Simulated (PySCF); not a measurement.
# Excitation energy of Sn by level of theory

Sn [Kr] 4d10 5s2 5p2 (3P) → Sn [Kr] 4d10 5s1 5p3 (5S), as a difference of total energies. Computed with PySCF 2.14 in x2c-TZVPPall (8s6p4d2f, 60 functions), with the spin-free X2C one-electron Hamiltonian (Gaussian nucleus). Correlated levels: valence and next inner shell: [Ar] 3d10 frozen. The calculations carry no spin-orbit coupling.

```tsv
method	excitation energy (eV)
UHF	2.984
MP2 (valence and next inner shell)	4.440
SCS-MP2 (valence and next inner shell)	4.667
CCSD (valence and next inner shell)	4.353
CCSD(T) (valence and next inner shell)	4.434
```

Errors of the correlated levels include the incompleteness of this basis and the frozen core.

Problem. Which method comes closest to the reference value, and which is furthest?

Solution. The reference is 4.607 eV (measured; NIST levels, between the centres of gravity of the two terms). Closest: SCS-MP2 (valence and next inner shell) (error 0.060 eV); furthest: UHF (error -1.623 eV).
